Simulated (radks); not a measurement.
The numbers below are computed, except where a source is named.
Species: Pm7+. Configuration: [Kr] 4d10 4f3 5s2 5p3. Level of theory: scalar-relativistic Kohn-Sham, LDA (Slater exchange, VWN5 correlation), spin-polarised, spherical densities, finite nucleus; open shells are filled with parallel spins first (spin-orbit coupling, left out, can overturn this in heavy ions); Fermi nuclear charge, rms radius 4.962 fm (a radial shooting solver on a logarithmic mesh with Libxc functionals).

Normalised radial functions P(r) = r R(r), r in bohr:

r,4d up,5p up,5p down
0.001237,0.0000,0.0014,0.0014
0.001875,0.0000,0.0029,0.0029
0.00282,0.0001,0.0058,0.0058
0.00424,0.0004,0.0117,0.0116
0.006428,0.0012,0.0235,0.0233
0.009666,0.0036,0.0454,0.0450
0.01454,0.0106,0.0838,0.0830
0.02204,0.0308,0.1447,0.1433
0.03314,0.0822,0.2166,0.2145
0.04983,0.1986,0.2560,0.2536
0.07554,0.4181,0.1697,0.1680
0.1136,0.6850,-0.0958,-0.0951
0.1708,0.7496,-0.3568,-0.3534
0.259,0.2204,-0.1778,-0.1754
0.3894,-0.7823,0.4012,0.3982
0.5856,-1.3515,0.4371,0.4318
0.8877,-0.9529,-0.4406,-0.4391
1.335,-0.3137,-0.9989,-0.9900
2.007,-0.0395,-0.5899,-0.5993
3.043,-0.0011,-0.1029,-0.1127
4.576,0.0000,-0.0039,-0.0048

4d up: eigenvalue -226.13 eV, 1 radial node at r = 0.285 bohr, <r> = 0.678 bohr, 90 % of the charge inside 1.01 bohr. 5p up: eigenvalue -109.10 eV, 3 radial nodes at r = 0.100, 0.296, 0.740 bohr, <r> = 1.44 bohr, 90 % of the charge inside 2.05 bohr. 5p down (empty): eigenvalue -104.63 eV, 3 radial nodes at r = 0.100, 0.296, 0.739 bohr, <r> = 1.46 bohr, 90 % of the charge inside 2.07 bohr.
